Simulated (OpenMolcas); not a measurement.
An OpenMolcas run meant for Sr I (ANO-RCC-VDZP, DKH3; inactive shells 1s 2s 2p 3s 3p 3d 4s 4p; intended active space 2 electrons in 4 orbitals (5s 5p)). One step of its input:

```
&CASPT2
Multistate=1 1
Frozen=8 6
IPEA=2.0
Imaginary=0.1
MaxIter=60
WThr=0.0 0.3 0.05
PrWF=0.5
NoMix
```

The run finished. Its levels beside those of a sound run (SS-CASPT2, IPEA 0.25 Eh, imaginary shift 0.1 Eh (closed shells correlated: 4s 4p)), in cm⁻¹ above each run's lowest level:

```csv
Level,This run,Usual run
5s² ¹S₀,0.0,0.0
5s 5p ³P°₀,14918,14873
5s 5p ³P°₁,15056,15011
5s 5p ³P°₂,15332,15287
```

Problem. Which setting is unsound, and how much does it matter here?

Solution. The IPEA shift is far above its usual 0.25 hartree. Against the sound run the excited levels shown move by 45 cm-1 on average and by 45 cm-1 at most.

Some high roots are left out of the spin-orbit mixing, which shifts the levels that they would mix with. Levels of configurations outside the active space are missing.

° marks odd parity.
